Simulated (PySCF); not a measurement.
TcO3F: computed shieldings and shifts

TcO3F, FO3Tc, point group C3v.

Geometry:
```csv
atom,x (Å),y (Å),z (Å)
Tc1,0.012,0.025,0.011
O2,0.026,0.010,1.667
O3,1.571,0.059,-0.547
O4,-0.787,1.376,-0.518
F5,-0.821,-1.470,-0.614
```

GIAO calculations in PySCF 2.14.0 with density-fitted response routines on the PBE0-D3(BJ)/def2-SVP structure: isolated species, scalar relativity only through the core potential, equivalent atoms averaged; basis pcSseg-1 (def2-TZVP on Tc).

(1) Give the isotropic shieldings (ppm) with PBE0, wB97X-D.

(2) And the chemical shifts, against references computed in the same way?

(3) Which part of the shielding of F5 depends on the functional?

Answers

(1) 
```json
{"atoms": "F5", "environment": "fluorine bonded to Tc", "PBE0": "172.7", "wB97X-D": "202.3"}
{"atoms": "O2/O3/O4", "environment": "oxygen bonded to Tc", "PBE0": "-795.6", "wB97X-D": "-809.9"}
{"atoms": "HOMO–LUMO gap (eV)", "environment": "–", "PBE0": "6.32", "wB97X-D": "9.99"}
```

(2) 
```json
{"atoms": "F5", "nucleus, reference": "19F, CFCl3", "PBE0": "4.5", "wB97X-D": "-15.1"}
{"atoms": "O2/O3/O4", "nucleus, reference": "17O, H2O", "PBE0": "1130.1", "wB97X-D": "1143.1"}
```

(3) Diamagnetic: PBE0 474, wB97X-D 475 ppm; paramagnetic: PBE0 -302, wB97X-D -272 ppm. The diamagnetic part, set mainly by inner electrons, hardly moves; the paramagnetic part goes with low-lying magnetically allowed excitations and carries the spread.

Tc is described by an effective core potential, so it has no shielding of its own here; spin–orbit effects on the atoms bonded to it, which can be large, are absent, and the values of these neighbours are rough. Unscaled 19F shifts against computed CFCl3 carry errors that often reach 10 to 50 ppm. Unscaled 17O shifts of doubly bonded oxygen tend to come out too high, by tens of ppm or more. Experimental scales use liquid or dissolved standards, which lie at an offset from isolated H2O (liquid H2O: subtract about 36 ppm).
